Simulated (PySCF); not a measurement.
Delta-SCF ions had no search for a lower state. Excitations are Tamm–Dancoff values on a coarser integration grid. The basis has no diffuse functions, so Rydberg states are missing or too high.

Cartesian coordinates (Å):
```xyz
8

C     -1.3636     0.5121    -0.3082
C     -0.5507    -0.4356     0.1429
B      0.9613    -0.2886     0.1871
N      2.1893    -0.1777     0.2264
H     -0.9888     1.4590    -0.6762
H     -2.4381     0.3778    -0.3272
H     -0.9846    -1.3643     0.4993
H      3.1751    -0.0827     0.2558
```
Charge 0, multiplicity 1.

Task: What is the computed vertical ionisation energy (Delta-SCF), HOMO–LUMO gap, LUMO, total energy and S1–T1 gap (TDA) (CAM-B3LYP-D3(BJ)/def2-TZVP run with PySCF)?

Result: 
```json
{
  "vertical ionisation energy (Delta-SCF)": "9.97 eV",
  "HOMO–LUMO gap": "9.20 eV",
  "LUMO": "0.17 eV",
  "total_energy": "-158.1881 Ha",
  "S1–T1 gap (TDA)": "2.14 eV"
}
```
